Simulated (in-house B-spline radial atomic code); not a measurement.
Checks on a self-consistent run for the cadmium ion Cd³⁺, [Ar] 3d10 4s2 4p4 4d9 5s1 6f1. Level of theory: non-relativistic Hartree-Fock, average of configuration, point nucleus; calculated with an all-electron radial atomic-structure program (B-spline basis).

```csv
orbital,q,ε (Eh),<1/r>,<r²>
1s,2,-957.77624,47.4786,0.00134458
2s,2,-144.39452,10.8432,0.022094
2p,6,-134.43942,10.8149,0.0167514
3s,2,-30.04392,3.89566,0.155121
3p,6,-25.92382,3.80057,0.151303
3d,10,-18.41924,3.64413,0.131741
4s,2,-6.45499,1.5201,0.900928
4p,4,-5.15886,1.42311,1.01439
4d,9,-2.74305,1.18169,1.43074
5s,1,-1.66332,0.585742,5.34393
6f,1,-0.25056,0.157499,120.742
```

Electron-electron repulsion V_ee = 1984.9166 hartree, kinetic energy T = 5455.8646 hartree.

Problem. What total energy follows from the eigenvalues?

Solution. The eigenvalues count the repulsion twice, so E = Σqε - V_ee = -3470.948 - 1984.917 = -5455.865 hartree; the run printed -5455.865.

Problem. What is the virial ratio?

Solution. -V/T = (T - E)/T = 2.000000; at the Hartree-Fock limit it is 2.

Problem. What diamagnetic shielding (Lamb formula) and susceptibility (Langevin formula) do the radii give?

Solution. σ = (α²/3)Σq<1/r> = 268.68/(3·137.036²) = 4769.2 ppm, and χ = -0.79199×10⁻⁶·Σq<r²> = -116.8×10⁻⁶ cm³/mol with Σq<r²> = 147.51 bohr². Both are non-relativistic formulas without the paramagnetism of open shells.
